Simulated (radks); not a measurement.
Results of a calculation; reference values are marked as such.
Coulomb parameter of the 3d shell of the iron ion Fe2+ in the model configuration [Ar] 3d4.5 4p1.5, as a second difference U = [E(n + 1) + E(n - 1) - 2 E(n)] / (1)^2 with all orbitals relaxed. "Bare": the charge of the atom changes with n. "Screened": the 4p shell takes up the change at fixed total charge, which measures U(3d,3d) + U(4p,4p) - 2 U(3d,4p). Level of theory: Dirac Kohn-Sham, BLYP, spin-unpolarised, spherical densities, point nucleus; open shells are shared between the two j in proportion to 2j + 1 (a radial shooting solver on a logarithmic mesh with Libxc functionals).

[
 {"case": "start", "configuration": "[Ar] 3d4.5 4p1.5", "E - E(n) (eV)": "0.000"},
 {"case": "bare +1", "configuration": "[Ar] 3d5.5 4p1.5", "E - E(n) (eV)": "-28.537"},
 {"case": "bare -1", "configuration": "[Ar] 3d3.5 4p1.5", "E - E(n) (eV)": "46.369"},
 {"case": "screened +1", "configuration": "[Ar] 3d5.5 4p0.5", "E - E(n) (eV)": "-16.287"},
 {"case": "screened -1", "configuration": "[Ar] 3d3.5 4p2.5", "E - E(n) (eV)": "22.276"}
]

U(bare) = 17.831 eV, U(screened by 4p) = 5.989 eV.
